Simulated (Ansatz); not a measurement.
An input meant for CrO₃⁺ (charge 1, doublet; scaled by 1.12).

```yaml
crystal:
  periodic: [false, false, false]
  atoms:
    - {symbol: Cr, position_ang: [-0.683581, 0.108003, 0.302450]}
    - {symbol: O, position_ang: [-1.199124, 1.664543, -0.200500]}
    - {symbol: O, position_ang: [1.252063, -0.592096, 0.548713]}
    - {symbol: O, position_ang: [0.630653, -1.180461, -0.650674]}
basis:
  gaussian: {orbitals: def2-mTZVPP}
total_charge: 1
magnetization: {spin_polarized: true, initial_magnetization: 2}
hamiltonian: {xc: {name: PBE0-DH}, pseudopotentials: {relativity: none}}
scf: {lower_state_search: light}
output: {forces: true}
```

```sh
$ ansatz run in.yaml --threads 2 --pin off --events-out ev --progress --plain --max-ram 4352MiB
```

Output, abridged:

```
Error: a molecule whose nuclei and cores have a total charge of 48 cannot have a net charge of 1 together with 2 unpaired electrons
```

Q: What is wrong with this run?

A: The number of unpaired electrons doesn't fit the electron count. The program refused the input.
